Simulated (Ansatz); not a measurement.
H2OZn (SMILES [OH][ZnH]) moved off its minimum; all values from Ansatz (an electronic-structure program), cores frozen in correlated methods.
(charge 0, multiplicity 1)
```xyz
4

Zn    -0.3624    -0.2403     0.1174
H     -1.7196    -0.7686    -0.0786
O      1.3319     0.4250     0.2022
H      1.5024     1.3173     0.3886
```

Task: Give the forces (eV/Å), the total energy and the dipole at CCSD(T)/def2-TZVPPD.

Result: 
| atom | Fx | Fy | Fz |
|---|---|---|---|
| Zn1 | 1.295 | 0.774 | -0.008 |
| H2 | -0.481 | -0.294 | 0.006 |
| O3 | -0.998 | -2.189 | -0.376 |
| H4 | 0.184 | 1.709 | 0.378 |
Energy -1854.6141 hartree, dipole 1.45 D.
